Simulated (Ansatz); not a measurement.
Reaction (redistribution): `FCCBS` + `[SiH3]S` → `SBS` + `FCC[SiH3]`

Gas-phase electronic energies from Ansatz, PBE0-D4/def2-TZVP geometries. CCSD(T)/CBS adds triple-zeta CCSD(T) − MP2 to the extrapolated MP2 energy (def2 sets, frozen cores). One conformer a species, not always the lowest.

| species | MP2/def2-TZVPP energy (Eh) |
| --- | --- |
| `FCCBS` | -601.87376 |
| `[SiH3]S` | -689.15038 |
| `SBS` | -822.03995 |
| `FCC[SiH3]` | -468.98884 |

Problem. Work out ΔE.

Solution. ΔE = (-822.03995) + (-468.98884) − (-601.87376) − (-689.15038) = -0.00465 Eh = -12.2 kJ/mol. CCSD(T)/CBS gives -9.4 kJ/mol.

Largest T1 diagnostic among the species: 0.014.

In def2-TZVPP, CCSD(T) changes the Hartree–Fock value by −9.2 kJ/mol (the triples alone add −2.1 kJ/mol) and MP2 by −10.5 kJ/mol.
